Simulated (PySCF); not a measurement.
Oxygen: a sound run and one with changed settings

Sound run: O²⁺ [He] 2s2 2p2, O³⁺ [He] 2s2 2p1. Computed with PySCF 2.14 in 6-31G*, with the non-relativistic Hamiltonian (point nucleus). In the sound run the correlated levels freeze 1s2. The sound run starts from symmetry-adapted Hartree-Fock orbitals and uses a fine grid where one is needed.

Changed run: initial guess minao, at most 50 SCF cycles.

```csv
species,method,sound run (hartree),changed run (hartree),converged
O²⁺,UHF,-73.06731,-73.06731,yes
O²⁺,M06-L,-73.23901,-73.23901,yes
O²⁺,CCSD(T),-73.13686,-73.13686,yes
O³⁺,TPSS,-71.22654,-71.22654,yes
O³⁺,MP2,-71.10256,-71.10256,yes
```

Here the plain start reaches the same solutions.
